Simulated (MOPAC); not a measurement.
A run for MOPAC: AM1 on FH5SeSi (a complex), monomers drawn apart or pushed together.

```
AM1 1SCF PRECISE CHARGE=0 THREADS=1
FH5SeSi

Si     0.61402893 1    -1.35464198 1     0.86010965 1
Se    -0.47343933 1     0.68384332 1     0.98736016 1
H      0.05015240 1    -2.15991716 1    -0.24270941 1
H      2.01749974 1    -0.99593806 1     0.57953026 1
H      0.48859011 1    -2.07772637 1     2.13964288 1
H     -1.75219666 1     0.08040352 1     1.39748303 1
F      0.96357378 1     0.78956225 1     4.31710328 1
H      0.51258797 1     0.89909312 1     3.49986346 1
```

Output:

```
*******************************************************************************
 **                                                                           **
 **                              MOPAC v23.2.5                                **
 **                                                                           **
 *******************************************************************************
 ** MOPAC's Digital Object Identifier: https://doi.org/10.5281/zenodo.6511958 **
 **                                                                           **
 ** Please cite the open-source release paper for use of this MOPAC version:  **
 ** J. E. Moussa and J. J. P. Stewart (2026)                                  **
 ** MOPAC: An open-source semiempirical molecular orbital program             **
 ** J. Open Source Softw., 11(119), 8025, https://doi.org/10.21105/joss.08025 **
 *******************************************************************************

                              AM1 CALCULATION RESULTS

 *******************************************************************************
 *  AM1        - The AM1 Hamiltonian to be used
 *
 *
 *
 *                 CHARGE ON SYSTEM = 0
 *
 *
 *
 *  PRECISE    - TIGHTER CRITERIA TO BE USED
 *  1SCF       - DO 1 SCF AND THEN STOP
 *  THREADS=1  - MULTI-THREADING NOT USED
 *  T=         - A TIME OF 172800.0 SECONDS REQUESTED
 *  DUMP=N     - RESTART FILE WRITTEN EVERY 7200.0 SECONDS REQUESTED
 *******************************************************************************
AM1 1SCF PRECISE CHARGE=0 THREADS=1
 FH5SeSi

   ATOM   CHEMICAL          X               Y               Z
  NUMBER   SYMBOL      (ANGSTROMS)     (ANGSTROMS)     (ANGSTROMS)

     1      Si          0.61402893  *  -1.35464198  *   0.86010965  *
     2      Se         -0.47343933  *   0.68384332  *   0.98736016  *
     3       H          0.05015240  *  -2.15991716  *  -0.24270941  *
     4       H          2.01749974  *  -0.99593806  *   0.57953026  *
     5       H          0.48859011  *  -2.07772637  *   2.13964288  *
     6       H         -1.75219666  *   0.08040352  *   1.39748303  *
     7       F          0.96357378  *   0.78956225  *   4.31710328  *
     8       H          0.51258797  *   0.89909312  *   3.49986346  *



          CARTESIAN COORDINATES

    NO.       ATOM           X           Y           Z

     1        Si          0.6140     -1.3546      0.8601
     2        Se         -0.4734      0.6838      0.9874
     3         H          0.0502     -2.1599     -0.2427
     4         H          2.0175     -0.9959      0.5795
     5         H          0.4886     -2.0777      2.1396
     6         H         -1.7522      0.0804      1.3975
     7         F          0.9636      0.7896      4.3171
     8         H          0.5126      0.8991      3.4999

  H: (AM1): M.J.S. DEWAR ET AL, J. AM. CHEM. SOC. 107 3902-3909 (1985)
  F: (AM1): M.J.S. DEWAR AND E. G. ZOEBISCH, THEOCHEM, 180, 1 (1988).
 Si: (AM1): M.J.S.DEWAR, C. JIE, ORGANOMETALLICS, 6, 1486-1490 (1987).
 Se: (AM1): J. J. P. STEWART, J. MOL. MOD., 10, 155-164 (2004)

           Empirical Formula: H5 Si Se F  =     8 atoms



      MOLECULAR POINT GROUP   :   C1


      RHF CALCULATION, NO. OF DOUBLY OCCUPIED LEVELS = 11


 -------------------------------------------------------------------------------
 AM1 1SCF PRECISE CHARGE=0 THREADS=1
 FH5SeSi



     1SCF WAS SPECIFIED, SO BFGS WAS NOT USED
     SCF FIELD WAS ACHIEVED


                              AM1 CALCULATION
                                                       MOPAC v23.2.5 Linux




          FINAL HEAT OF FORMATION =        -46.19709 KCAL/MOL =    -193.28862 KJ/MOL


          COSMO AREA              =        132.77 SQUARE ANGSTROMS
          COSMO VOLUME            =        120.43 CUBIC ANGSTROMS

          IONIZATION POTENTIAL    =          8.744740 EV
          HOMO LUMO ENERGIES (EV) =         -8.745 -2.110
          NO. OF FILLED LEVELS    =         11
          MOLECULAR WEIGHT        =        131.0834         POINT GROUP:  C1

          MOLECULAR DIMENSIONS (Angstroms)

            Atom       Atom       Distance
            F     7    H     3     5.50687
            H     6    H     4     3.95514
           Se     2    H     5     2.80417


          SCF CALCULATIONS        =          1





   ATOM   CHEMICAL          X               Y               Z
  NUMBER   SYMBOL      (ANGSTROMS)     (ANGSTROMS)     (ANGSTROMS)

     1      Si          0.61402893  *  -1.35464198  *   0.86010965  *
     2      Se         -0.47343933  *   0.68384332  *   0.98736016  *
     3       H          0.05015240  *  -2.15991716  *  -0.24270941  *
     4       H          2.01749974  *  -0.99593806  *   0.57953026  *
     5       H          0.48859011  *  -2.07772637  *   2.13964288  *
     6       H         -1.75219666  *   0.08040352  *   1.39748303  *
     7       F          0.96357378  *   0.78956225  *   4.31710328  *
     8       H          0.51258797  *   0.89909312  *   3.49986346  *

                             CARTESIAN COORDINATES

   1   Si        0.614028930    -1.354641980     0.860109650
   2   Se       -0.473439330     0.683843320     0.987360160
   3    H        0.050152400    -2.159917160    -0.242709410
   4    H        2.017499740    -0.995938060     0.579530260
   5    H        0.488590110    -2.077726370     2.139642880
   6    H       -1.752196660     0.080403520     1.397483030
   7    F        0.963573780     0.789562250     4.317103280
   8    H        0.512587970     0.899093120     3.499863460


           Empirical Formula: H5 Si Se F  =     8 atoms



      MOLECULAR POINT GROUP   :   C1


                  EIGENVALUES
 -47.61506 -20.89195 -16.87228 -15.97518 -13.78390 -13.77602 -13.65814 -13.02489
 -12.25648 -11.22836  -8.74474  -2.10977  -0.20012   1.01684   1.05753   1.44623
   5.59039


              NET ATOMIC CHARGES AND DIPOLE CONTRIBUTIONS

  ATOM NO.   TYPE          CHARGE      No. of ELECS.   s-Pop       p-Pop
    1         Si           0.486848        3.5132     0.90689     2.60626
    2         Se          -0.140840        6.1408     1.97377     4.16707
    3          H          -0.122256        1.1223     1.12226
    4          H          -0.112619        1.1126     1.11262
    5          H          -0.122918        1.1229     1.12292
    6          H           0.015810        0.9842     0.98419
    7          F          -0.286199        7.2862     1.90496     5.38124
    8          H           0.282175        0.7178     0.71783
 DIPOLE           X         Y         Z       TOTAL
 POINT-CHG.    -0.416    -0.457    -1.176     1.328
 HYBRID        -0.653    -0.617    -0.288     0.943
 SUM           -1.069    -1.075    -1.464     2.107


          ATOMIC ORBITAL ELECTRON POPULATIONS

     Atom    s        px        py        pz
    1 Si   0.90689   0.88004   0.84311   0.88311
    2 Se   1.97377   1.15370   1.10570   1.90767
    3  H   1.12226
    4  H   1.11262
    5  H   1.12292
    6  H   0.98419
    7  F   1.90496   1.85763   1.99142   1.53218
    8  H   0.71783

 **********************
 *                    *
 * JOB ENDED NORMALLY *
 *                    *
 **********************




 == MOPAC DONE ==
```

The run finished.

Cost: around 0.04 core-seconds (rough).
